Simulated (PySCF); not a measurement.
The same groups moved round the core (butadiene chloro+silyl). All species are isolated molecules in the gas phase. One relaxed conformer stands for each flexible species; it need not be the lowest. Strings in code marks are SMILES.

The numbers are results of TPSSh-D3(BJ)/def2-TZVP // CAM-B3LYP-D3(BJ)/def2-TZVP (PySCF), not measurements. Delta-SCF ions had no search for a lower state. Excitations are Tamm–Dancoff values on a coarser integration grid. The basis has no diffuse functions, so Rydberg states are missing or too high.

A: `[SiH3]/C=C\C=C/Cl` (C–C–C–C torsion 180°)
B: `C=C(Cl)/C=C\[SiH3]` (Cl–C–C–C torsion 0°)
C: `C(=C)/C=C(/[SiH3])Cl` (C–C–C–C torsion 180°)
D: `C=C/C=C(\[SiH3])Cl` (C–C–C–C torsion 180°)
E: `C=C/C(Cl)=C/[SiH3]` (C–C–C–Cl torsion 0°)
F: `C=C([SiH3])/C=C/Cl` (Si–C–C–C torsion 0°)

Which member has the lowest HOMO–LUMO gap?

A (4.37 eV); next is C (4.48 eV).
